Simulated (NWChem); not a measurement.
System: C$_{3}$H$_{4}$O; SMILES C1=COC1

Input file for NWChem:

```
start job
memory heap 200 mb stack 900 mb global 1100 mb
geometry units angstroms noautosym nocenter noautoz
  C     -0.503660    -0.931966     0.000000
  C      0.797294    -0.553841     0.000000
  O      0.629254     0.821730     0.000000
  C     -0.819955     0.545809     0.000000
  H     -1.076291    -1.863447     0.000000
  H      1.806774    -0.993198     0.000000
  H     -1.292078     0.971210    -0.910662
  H     -1.292078     0.971210     0.910662
end
basis spherical
  * library 6-31g*
end
dft
  xc pbe0
  iterations 150
end
cosmo
  do_cosmo_smd true
  solvent chcl3
end
task dft energy
```

Output (shortened):

```
             Northwest Computational Chemistry Package (NWChem) 7.3.0
             --------------------------------------------------------

                             Geometry "geometry" -> ""
                             -------------------------

 Output coordinates in angstroms (scale by  1.889725989 to convert to a.u.)

  No.       Tag          Charge          X              Y              Z
 ---- ---------------- ---------- -------------- -------------- --------------
    1 C                    6.0000    -0.50366000    -0.93196600     0.00000000
    2 C                    6.0000     0.79729400    -0.55384100     0.00000000
    3 O                    8.0000     0.62925400     0.82173000     0.00000000
    4 C                    6.0000    -0.81995500     0.54580900     0.00000000
    5 H                    1.0000    -1.07629100    -1.86344700     0.00000000
    6 H                    1.0000     1.80677400    -0.99319800     0.00000000
    7 H                    1.0000    -1.29207800     0.97121000    -0.91066200
    8 H                    1.0000    -1.29207800     0.97121000     0.91066200

 Effective nuclear repulsion energy (a.u.)     114.2391732097

                                 NWChem DFT Module
                                 -----------------

 Summary of "ao basis" -> "ao basis" (spherical)
 ------------------------------------------------------------------------------
       Tag                 Description            Shells   Functions and Types
 ---------------- ------------------------------  ------  ---------------------
 C                           6-31g*                  6       14   3s2p1d
 O                           6-31g*                  6       14   3s2p1d
 H                           6-31g*                  2        2   2s

 in cosmo_initialize ...
 calling solv_data for solv:chcl3

 solvent parameters
 solvname_short: chcl3
 solvname_long:  chloroform
 dielec:        4.7113
 dielecinf:     2.0906
 nonaqueous SMD model solvent descriptors
 dielec:        4.7113
 sola:          0.1500
 solb:          0.0200
 solc:          0.0000
 solg:         38.3900
 solh:          0.7500
 soln:          1.4459

          ---------------
          -cosmo- solvent
          ---------------
 Cosmo: York-Karplus, doi: 10.1021/jp992097l
 dielectric constant -eps-     =   4.71
 screen = (eps-1)/(eps    )    =   0.78774
 surface charge correction     = lagrangian

   van der Waals surface
 --------------------------

[...]

                                COSMO-SMD solvation results
                                ---------------------------

             internal energy in gas <Psi(g)|H|Psi(g)> =      -191.641021438660
         internal energy in solvent <Psi(s)|H|Psi(s)> =      -191.640549438869
                               delta internal energy  =         0.000471999792 (    0.30 kcal/mol)
   total free energy in solvent <Psi(s)|H+V/2|Psi(s)> =      -191.646237823201
 polarization energy contribution <Psi(s)|V/2|Psi(s)> =        -0.005688384332 (   -3.57 kcal/mol)
    total free energy in solvent including G(SMD-CDS) =      -191.647513154355
                       G(SMD-CDS) energy contribution =        -0.001275331153 (   -0.80 kcal/mol)
     1 M fixed-concentration free energy of solvation =        -0.006491715694 (   -4.07 kcal/mol)

                       DFT Final Molecular Orbital Analysis
                       ------------------------------------

 Vector   13  Occ=2.000000D+00  E=-3.505464D-01
              MO Center= -1.6D-01,  5.2D-02,  5.3D-09, r^2= 2.3D+00
   Bfn.  Coefficient  Atom+Function         Bfn.  Coefficient  Atom+Function
  ----- ------------  ---------------      ----- ------------  ---------------
    46     -0.345610  4 C  py                32      0.338678  3 O  py
     4      0.315155  1 C  py                36      0.244163  3 O  py
    50     -0.175142  4 C  py                18     -0.152329  2 C  py
    58     -0.146710  5 H  s                 57     -0.130556  5 H  s
    17      0.118637  2 C  px                31      0.111316  3 O  px

 Vector   14  Occ=2.000000D+00  E=-3.390937D-01
              MO Center= -5.4D-02,  5.2D-01, -3.5D-09, r^2= 2.1D+00
   Bfn.  Coefficient  Atom+Function         Bfn.  Coefficient  Atom+Function
  ----- ------------  ---------------      ----- ------------  ---------------
    33      0.413436  3 O  pz                37      0.297839  3 O  pz
    47     -0.280524  4 C  pz                19      0.259879  2 C  pz
    23      0.182820  2 C  pz                61      0.181138  7 H  s
    63     -0.181138  8 H  s                 62      0.179011  7 H  s
    64     -0.179011  8 H  s                 51     -0.110630  4 C  pz

 Vector   15  Occ=2.000000D+00  E=-2.336311D-01
              MO Center=  9.1D-02, -3.6D-01, -1.9D-09, r^2= 1.9D+00
   Bfn.  Coefficient  Atom+Function         Bfn.  Coefficient  Atom+Function
  ----- ------------  ---------------      ----- ------------  ---------------
     5      0.404235  1 C  pz                33     -0.378196  3 O  pz
     9      0.346756  1 C  pz                37     -0.313243  3 O  pz
    19      0.284424  2 C  pz                23      0.190890  2 C  pz
    51     -0.040282  4 C  pz                62      0.038027  7 H  s
    64     -0.038027  8 H  s                 61      0.030806  7 H  s

 Vector   16  Occ=0.000000D+00  E= 3.204650D-02
              MO Center=  1.6D-01, -5.2D-01,  4.8D-10, r^2= 2.3D+00
   Bfn.  Coefficient  Atom+Function         Bfn.  Coefficient  Atom+Function
  ----- ------------  ---------------      ----- ------------  ---------------
    23      0.626107  2 C  pz                 9     -0.550436  1 C  pz
    19      0.455656  2 C  pz                 5     -0.375074  1 C  pz
    62     -0.281125  7 H  s                 64      0.281125  8 H  s
    37     -0.212415  3 O  pz                33     -0.201603  3 O  pz
    51     -0.141303  4 C  pz                61     -0.090293  7 H  s

[...]
```

Level: PBE0/6-31G* (spherical d), SMD on the gas-phase geometry. Coordinates come from a PBE-D3(BJ)/def2-SVP optimisation. Solvent: chloroform.
